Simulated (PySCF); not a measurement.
# Structure revision by computed shifts

A compound C6H12O3Si gives the data below (simulated from a calculation) and was assigned the structure `C[C@H](O[SiH3])C(=O)OC1CC1`.

13C{1H} NMR (computed): δ 216.6 (C), 117.3 (CH), 85.5 (CH2), 1.9 (CH3, 3C).

1H NMR (600 MHz, computed): δ 6.36 (s, 1H), 5.20 (m, 1H), 5.12 (m, 1H), 0.20 (s, 9H).

[PySCF 2.14: shielding tensors at PBE0/pcSseg-1 (GIAO); geometry: GFN2-xTB; averaged over atoms made equivalent by symmetry, fast rotation or ring inversion; non-relativistic Hamiltonian; isolated molecule; one computed conformer]

δ = σ(ref) − σ, references computed at the same level: TMS for 1H (31.72 ppm), 13C (186.93 ppm).

(1) Compare with the shifts computed for the proposed structure, pairing carbons in order of shift.

(2) Which isomer fits?

Results:

(1) Numbering as in the mapped SMILES `[CH3:1][C@H:2]([O:3][SiH3:4])[C:5](=[O:6])[O:7][CH:8]1[CH2:9][CH2:10]1`; H(Xn) means a hydrogen on atom n.

```json
{"atom": "C5", "computed for proposal": "185.3", "given list": "216.6", "difference": "-31.3"}
{"atom": "C2", "computed for proposal": "70.8", "given list": "117.3", "difference": "-46.5"}
{"atom": "C8", "computed for proposal": "51.1", "given list": "85.5", "difference": "-34.4"}
{"atom": "C1", "computed for proposal": "23.5", "given list": "1.9", "difference": "+21.6"}
{"atom": "C10", "computed for proposal": "7.8", "given list": "1.9", "difference": "+5.9"}
{"atom": "C9", "computed for proposal": "7.0", "given list": "1.9", "difference": "+5.1"}
```

The rms difference is 28.4 ppm and the largest -46.5 ppm at C2 (sp3 CH bonded to O, α to a carbonyl). The proposal also would give 6 carbon signals, not 4. The carbon types in order of shift don't match either: C, CH, CH, CH3, CH2, CH2 for the proposal against C, CH, CH2, CH3, CH3, CH3 in the data. The proposal doesn't fit.

(2) SMILES O=C1[C@@H](O[Si](C)(C)C)OC1.

Carbon types of the structure: 1 × C, 1 × CH, 1 × CH2, 3 × CH3, which accounts for all hydrogens. δC 216.6: ketone carbonyl carbon; low-lying n→π* states of the double bond to the heteroatom give a large paramagnetic term (-284 ppm). δC 117.3: sp3 carbon bearing two oxygens; 2 electronegative neighbours deshield it. δC 85.5: sp3 CH2 bonded to O, α to a carbonyl; pulled downfield by the heteroatom. δC 1.9: methyl carbon bonded to Si; an electropositive neighbour leaves it electron-rich and shielded.

The shifts were computed for this structure.

Shifts are as computed. Against solution values, carbons near 30 ppm lie about +3 ppm off and those near 130 ppm about +5 ppm. Of 1211 compounds with measured shifts, 218 miss one by over three times the rms of a fit or turn the order of signals round; such compounds aren't used in these exercises. Multiplicities follow the n + 1 count of equivalent neighbours, as no J values were calculated; m marks all less simple cases, F and P coupling included.
